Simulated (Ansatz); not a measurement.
Reaction (formal exchange of groups at a B–O bond): `BO[C](=O)[GeH3]` + `B[SiH2]O` → `B[SiH](B)O` + `O=[C](O)[GeH3]`

Isolated molecules relaxed with PBE0-D4/def2-TZVP in Ansatz; ΔE leaves out vibrations. CBS: MP2 limit from def2 TZ/QZ plus the TZ coupled-cluster correction, frozen cores. DFT in def2-TZVPP. B3LYP here is the variant with VWN-RPA as its local correlation; programs differ in this. For Ge outer-core shells are correlated without core-valence functions, which leaves a few kJ/mol of doubt a bond. Scalar relativity is left out up to krypton. One conformer a species, not always the lowest.

| level | ΔE (eV) |
| --- | --- |
| LDA (SPW92) | 1.17 |
| PBE-D4 | 1.12 |
| B97M-V | 1.21 |
| B3LYP-D4 | 1.31 |
| r2SCAN0-D4 | 1.26 |
| CAM-B3LYP-D4 | 1.37 |
| CCSD(T)/def2-SVP | 1.48 |
| HF/def2-TZVPP | 1.47 |

What does CCSD(T)/CBS give? (An estimate is asked.)

Ansatz gave: +1.32 eV. The listed levels differ from it by -0.15, -0.20, -0.11, -0.01, -0.06, 0.05, 0.16, 0.15 eV.

What do rigid-rotor, harmonic-oscillator terms from PBE0-D4/def2-TZVP frequencies (298.15 K, 1 bar) make of the CCSD(T)/CBS value? (Best estimate.)

The calculation gave: ΔZPE = +0.03 eV, ΔH = +1.35 eV, ΔS = 13 J/(mol·K), ΔG = +1.31 eV. Modes under 50 cm⁻¹ make the entropy rough.

Largest T1 diagnostic among the species: 0.015.

From PBE to PBE0 (25 % exact exchange), in def2-TZVPP and without D4, ΔE moves by +0.06 eV. At CCSD(T), def2-SVP lies +0.17 eV from the extrapolated value and def2-TZVPP +0.02 eV.
